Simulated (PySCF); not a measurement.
UHF on Au (gold, neutral)

Configuration: [Xe] 4f14 5d10 6s1, 2S determinant. Calculation: PySCF 2.14, in def2-TZVP with the def2 core potential (60 electrons) (6s4p3d1f, 40 functions); scalar relativity through the core potential.

| Property | Result |
| --- | --- |
| Total energy | -134.789816 hartree |
| One-electron energy | -239.0199 hartree |
| Hartree (Coulomb) energy | 116.2041 hartree |
| Exchange energy | -11.9740 hartree |
| ⟨S²⟩ | 0.7528 |
| ⟨L²⟩ | 0.000 |
| Sum of ⟨r⟩ | 27.65 bohr |
| Sum of ⟨r²⟩ | 51.33 bohr² |
| Time after the integrals | 0.09 s of wall time on 1 thread of Neoverse-V2 (shared host) |

| shell | electrons | mean orbital energy (hartree) | rms radius, mean of both spins (bohr) |
| --- | --- | --- | --- |
| 5s α | 1 | -4.68869 | 1.01 |
| 5s β | 1 | -4.68734 | 1.01 |
| 5p β | 3 | -2.72829 | 1.17 |
| 5p α | 3 | -2.72424 | 1.17 |
| 5d α | 5 | -0.45769 | 1.74 |
| 5d β | 5 | -0.44915 | 1.74 |
| 6s α | 1 | -0.29199 | 3.29 |

Energies and moments cover only the electrons outside the core potential. Spin-orbit coupling, which splits the p, d and f shells strongly at this Z, is absent.
